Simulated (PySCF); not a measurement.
**Working out the ionisation energy of Ti⁺**

Ti⁺ [Ar] 3d2 4s1 (4F) → Ti²⁺ [Ar] 3d2 (3F). Computed with PySCF 2.14 in x2c-TZVPPall with one added diffuse shell each of s, p, d, f type (7s6p5d3f1g, 80 functions), with the spin-free X2C one-electron Hamiltonian (Gaussian nucleus). Frozen: [Ar]. Energies in hartree (1 hartree = 27.21139 eV):

```tsv
part	Ti⁺ (lower)	Ti²⁺ (upper)
UHF	-852.534952	-852.059388
CCSD correlation	-0.013906	-0.005552
(T)	-0.000087	0.000000
```

Task: What does Hartree-Fock give?

Result: (-852.059388) − (-852.534952) = 0.475564 hartree = 12.941 eV.

Task: What do CCSD and CCSD(T) give?

Result: The CCSD correlation energies differ by 0.008354 hartree = 0.227 eV and the triples by 0.000087 hartree = 0.002 eV, so CCSD gives 13.168 eV and CCSD(T) 13.170 eV.

Reference: 13.575 eV (measured; NIST Atomic Spectra Database, ionization energies), between the lowest levels; spin-orbit coupling is absent from the calculation.

What remains against the reference includes basis incompleteness, the frozen core and higher excitations.
